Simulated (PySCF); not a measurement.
**How good is the calculation?**

Numbering as in the mapped SMILES `[CH3:1][S:2][c:3]1[cH:4][cH:5][n:6][cH:7][cH:8]1`. Hydrogens are named by the atom that carries them.

Published estimates (parent shift plus substituent increments) and measurements: δ ¹³C C3 150.5; C5/C7 149.9; C4/C8 120.4 ppm (estimated from measurements, as parent shift plus tabulated substituent increment; solution, not stated per compound (mostly CDCl3 or CCl4); Pretsch, Buehlmann, Badertscher, Structure Determination of Organic Compounds, 4th ed. (2009)).

PySCF calculation with PBE0-D3(BJ)/def2-SVP structure and σ from GIAO-PBE/pcSseg-1; fast rotation and ring inversion assumed for equivalent nuclei, single conformer, relativity neglected, gas phase.

Problem. Set the calculated values beside the experiment.

Solution. 
Reference values: estimated from measurements, as parent shift plus tabulated substituent increment (solution, not stated per compound (mostly CDCl3 or CCl4); Pretsch, Buehlmann, Badertscher, Structure Determination of Organic Compounds, 4th ed. (2009)).
```
atoms  quantity  reference  computed  computed, scaled
   C3     δ ¹³C      150.5     154.2             151.8
C5/C7     δ ¹³C      149.9     151.7             149.4
C4/C8     δ ¹³C      120.4     120.5             118.4
```

Computed shifts are σ(ref) − σ with the named reference compound (TMS for H and C) calculated as an isolated molecule at the same level. The measured values may be among those fitted. Empirical linear scaling, fitted to shifts measured mostly in CDCl3 for H and C (δ vs TMS): ¹³C (scatter 1.8 ppm rms, 2.0 ppm with the 1 outlier that the fit left out). A few per cent of atoms miss by over 2 rms, more outside the fitted compound classes.

Problem. How far are the unscaled ¹³C shifts from the references?

Solution. Mean signed difference +1.87 ppm, mean absolute 1.87 ppm over 3 comparisons; the largest is +3.7 ppm at C3 (aromatic carbon bearing sulfur).
